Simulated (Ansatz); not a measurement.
Mulliken charges of C₂H₄SZn (`C[C](=S)[ZnH]`) from r2SCAN/def2-TZVPP in Ansatz (PBE0-D4/def2-TZVP geometry).

```csv
atom,x (Å),y (Å),z (Å),charge (e)
C1,0.158,1.211,-0.246,-0.123
C2,0.320,-0.231,0.045,0.056
S3,1.775,-0.958,0.183,-0.202
Zn4,-0.856,-1.743,0.359,0.213
H5,-0.436,1.336,-1.159,0.063
H6,-0.428,1.682,0.551,0.062
H7,1.115,1.729,-0.356,0.052
H8,-1.648,-3.027,0.624,-0.120
```

Task: By hand: the dipole of these point charges (1 e Å = 4.8032 D).

Result: Σ q r = (-0.341, 0.302, -0.060) e Å, of length 0.459 e Å = 2.20 D.

Task: How does the dipole of the full density compare? (An estimate is asked.)

Result: Computed: (-0.282, 0.380, -0.075) e Å, 2.30 D; the point charges give 0.96 times that, at 12° from its direction.

Point charges leave out the atoms' own dipoles, such as those of lone pairs, and Mulliken's split depends on the basis, so the close match here is no proof of good charges.
